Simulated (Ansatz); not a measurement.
One change: `[CH3][Hf]12345678([F])([C@H]9[C@@H]1[C@@H]2[C@@H]3[C@H]94)[C@H]1[C@@H]5[C@@H]6[C@@H]7[C@H]18` becomes `[F][Hf]12345678([Cl])([C@H]9[C@@H]1[C@@H]2[C@@H]3[C@H]94)[C@H]1[C@@H]5[C@@H]6[C@@H]7[C@H]18`.

Ansatz, PBE0-D4/def2-TZVP geometries, multiplicity 1. 

Elements past krypton have def2 core potentials.

```json
{"property": "HOMO energy (PBE/def2-TZVPP) / eV", "`[CH3][Hf]12345678([F])([C@H]9[C@@H]1[C@@H]2[C@@H]3[C@H]94)[C@H]1[C@@H]5[C@@H]6[C@@H]7[C@H]18`": "-5.87"}
{"property": "LUMO energy (B3LYP/def2-TZVPP) / eV", "`[CH3][Hf]12345678([F])([C@H]9[C@@H]1[C@@H]2[C@@H]3[C@H]94)[C@H]1[C@@H]5[C@@H]6[C@@H]7[C@H]18`": "-0.88"}
{"property": "size of the dipole moment (B3LYP/def2-TZVPP) / D", "`[CH3][Hf]12345678([F])([C@H]9[C@@H]1[C@@H]2[C@@H]3[C@H]94)[C@H]1[C@@H]5[C@@H]6[C@@H]7[C@H]18`": "2.50"}
{"property": "HOMO energy (ωB97M-V/def2-TZVPP) / eV", "`[CH3][Hf]12345678([F])([C@H]9[C@@H]1[C@@H]2[C@@H]3[C@H]94)[C@H]1[C@@H]5[C@@H]6[C@@H]7[C@H]18`": "-8.93"}
{"property": "HOMO–LUMO gap (PBE/def2-TZVPP) / eV", "`[CH3][Hf]12345678([F])([C@H]9[C@@H]1[C@@H]2[C@@H]3[C@H]94)[C@H]1[C@@H]5[C@@H]6[C@@H]7[C@H]18`": "4.28"}
{"property": "HOMO energy (PBE0/def2-TZVPP) / eV", "`[CH3][Hf]12345678([F])([C@H]9[C@@H]1[C@@H]2[C@@H]3[C@H]94)[C@H]1[C@@H]5[C@@H]6[C@@H]7[C@H]18`": "-6.88"}
```

Problem. What does the change do to each property? (An estimate is asked.)

Solution. Computed: 
```tsv
property	`[F][Hf]12345678([Cl])([C@H]9[C@@H]1[C@@H]2[C@@H]3[C@H]94)[C@H]1[C@@H]5[C@@H]6[C@@H]7[C@H]18`	shift
HOMO energy (PBE/def2-TZVPP) / eV	-5.91	-0.04
LUMO energy (B3LYP/def2-TZVPP) / eV	-1.24	-0.36
size of the dipole moment (B3LYP/def2-TZVPP) / D	3.78	1.28
HOMO energy (ωB97M-V/def2-TZVPP) / eV	-8.96	-0.03
HOMO–LUMO gap (PBE/def2-TZVPP) / eV	3.99	-0.29
HOMO energy (PBE0/def2-TZVPP) / eV	-6.93	-0.05
```

With PBE0 the HOMO falls by 0.05 eV and the LUMO falls by 0.36 eV, so the gap narrows by about 0.31 eV. PBE moves the HOMO by -0.04 eV and ωB97M-V by -0.03 eV. Dipoles are sizes alone; their direction can turn.

B3LYP here is the variant with VWN-RPA as its local correlation; programs differ in this.

Positive LUMOs are unbound, so they and the gaps depend on the basis.
